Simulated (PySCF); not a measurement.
## Two-photon absorption: SMILES O=C/C=C([SiH3])\C=C/[O-], [C5H7O2Si]-, charge -1

Geometry (Å), atoms numbered from 1 in this order:
```xyz
15

O     2.873   -2.235    0.332
C     2.175   -1.257    0.085
C     0.743   -1.228    0.014
C    -0.025   -0.107   -0.265
Si   -1.936   -0.306   -0.293
C     0.416    1.209   -0.533
C    -0.583    2.157   -0.778
O    -1.810    1.890   -0.770
H     2.674   -0.268   -0.108
H     0.243   -2.185    0.201
H    -2.039   -1.805    0.026
H    -2.727    0.258    0.853
H    -2.653   -0.278   -1.615
H     1.467    1.509   -0.555
H    -0.277    3.207   -0.993
```

Total charge -1.

Computed, not measured: PySCF 2.14.0, TDDFT CAM-B3LYP/aug-cc-pVDZ excited states, vertical, gas phase. Geometry: PBE0-D3(BJ)/def2-SVP.

For a gas-phase anion, states above the detachment energy (about 2.8 eV, taken as minus the energy of the highest occupied orbital) lie in the continuum and depend on the basis.

**Question.** How strongly do the lowest singlets absorb one photon, and two photons of half the energy?

**Answer.** δ for parallel linear polarisation; σ at the peak of a Lorentzian of half width 0.1 eV, single beam; Ω is circular over linear.
| state | E (eV) | f | photon λ (nm) | δ (au) | σ (GM) | Ω | main |
| --- | --- | --- | --- | --- | --- | --- | --- |
| S1 | 3.49 | 0.394 | 711 | 90 | 0.40 | 1.13 | HOMO→LUMO+1 0.96 |
| S2 | 3.67 | 0.006 | 675 | 426 | 2.10 | 1.50 | HOMO→LUMO 0.85 |
| S3 | 3.91 | 0.001 | 634 | 3.16 | 0.02 | 1.50 | HOMO−1→LUMO+1 0.78 |
| S4 | 4.26 | 0.000 | 582 | 2.9 | 0.02 | 1.49 | HOMO→LUMO+3 0.61, HOMO→LUMO+2 0.27 |
| S5 | 4.33 | 0.001 | 573 | 58.3 | 0.40 | 1.50 | HOMO→LUMO+2 0.51, HOMO→LUMO+3 0.27 |
| S6 | 4.56 | 0.000 | 544 | 0.19 | 0.00 | 1.49 | HOMO−2→LUMO+1 0.77 |

Among these, the strongest one-photon state is S1, the strongest two-photon state S2.
